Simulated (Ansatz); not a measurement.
`F[SiH2]NP` + PH₃ → `PP` + `N[SiH2]F` at 298.15 K and 1 bar (ligand exchange at a P–N bond).

Gas-phase electronic energies from Ansatz, PBE0-D4/def2-TZVP geometries. CBS: MP2 limit from def2 TZ/QZ plus the TZ coupled-cluster correction, frozen cores. This one scheme is used for every species. Each species was taken in one conformer, which may not be the lowest.

| species | CCSD(T)/CBS energy (Eh) | H − E (kJ/mol) | S (J/(mol·K)) |
| --- | --- | --- | --- |
| `F[SiH2]NP` | -787.60797 | 163.3 | 331.8 |
| PH₃ | -342.72256 | 73.1 | 210.2 |
| `PP` | -684.26248 | 105.7 | 273.8 |
| `N[SiH2]F` | -446.07709 | 135.8 | 281.7 |

H − E and S are ideal-gas, rigid-rotor, harmonic terms from PBE0-D4/def2-TZVP, for one conformer and one mirror image of each species. 1 Eh = 2625.50 kJ/mol, R = 8.31446 J/(mol·K).

Question: By hand: ΔE, ΔH, ΔS and ΔG.

Answer: ΔE = (-684.26248) + (-446.07709) − (-787.60797) − (-342.72256) = -0.00904 Eh = -23.7 kJ/mol. Δ(H − E) = 105.7 + 135.8 − 163.3 − 73.1 = 5.1, so ΔH = -18.6 kJ/mol. ΔS = 273.8 + 281.7 − 331.8 − 210.2 = 13.5 J/(mol·K). ΔG = -18.6 − 298.15 × (13.5)/1000 = -22.6 kJ/mol.

Question: By hand: the equilibrium constant, and the temperature at which ΔG would vanish if ΔH and ΔS stayed fixed.

Answer: log₁₀ K = −ΔG/(RT ln 10) = 4.0. ΔH and −TΔS have one sign here, so there is no such temperature.

The number of gas molecules stays the same, so ΔS is small and ΔH decides. A doubt of 5 kJ/mol in ΔE shifts log₁₀ K by 0.9 here. Other conformers and mirror images would add mixing entropy, several J/(mol·K) or more a flexible species. These are equilibria of isolated gas molecules and say nothing of rates. Largest T1 diagnostic: 0.014 (customary marks: 0.02 for closed shells, 0.045 for open ones).
